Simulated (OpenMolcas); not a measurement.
## Cl²⁺: Slater's ratio, worked from levels

```yaml
Program: OpenMolcas
Basis: ANO-R1 [4s3p1d]
Scalar_Hamiltonian: X2C, finite nucleus
Active_space: 3 electrons in 3 orbitals (3p)
State_averaging: 2S+1 = 4 odd, 1 root; 2S+1 = 2 odd, 8 roots
Spin-orbit_coupling: state interaction with AMFI integrals over the reference wave functions, term energies averaged over their components
```

Methods: CASSCF; SS-CASPT2, IPEA 0.25 Eh, imaginary shift 0.1 Eh (closed shells correlated: 2s 2p 3s). Measured levels: Moore, Atomic Energy Levels, vol. I, NSRDS-NBS 35 (1971 reprint of NBS Circular 467, 1949).

**Slater's ratio.** With one set of orbitals, p3 has 2D* - 4S* = 9 F2 and 2P* - 2D* = 6 F2 (F2 = F²/25), a ratio of 2/3. Term energies are centres of gravity, weighted by 2J + 1.

| Source | 2D* - 4S* | 2P* - 4S* | F2 from the first | Ratio |
| --- | --- | --- | --- | --- |
| CASSCF | 22549 | 37540 | 2505 | 0.665 |
| SS-CASPT2 | 20590 | 33485 | 2288 | 0.626 |
| measured | 18093 | 29875 | 2010 | 0.651 |

Energies in cm-1. A ratio away from 2/3 shows effects beyond one configuration with one set of orbitals, and in heavier atoms second-order spin-orbit shifts.

CASPT2 does not keep the components of a term degenerate, so their means are used; among the terms shown or strongly mixed into the levels shown the widest spread is 170 cm-1 (3s2 3p3 2D*, SS-CASPT2). With the s shell closed, the reference lacks s² → p² mixing. Computed and measured levels are paired by configuration, term and J; levels that our copy of the source lacks, or whose pairing is in doubt (as where it misses far off the trend of its configuration), stay unpaired and out of the deviations. Levels of configurations outside the active space are missing.

* marks odd parity.
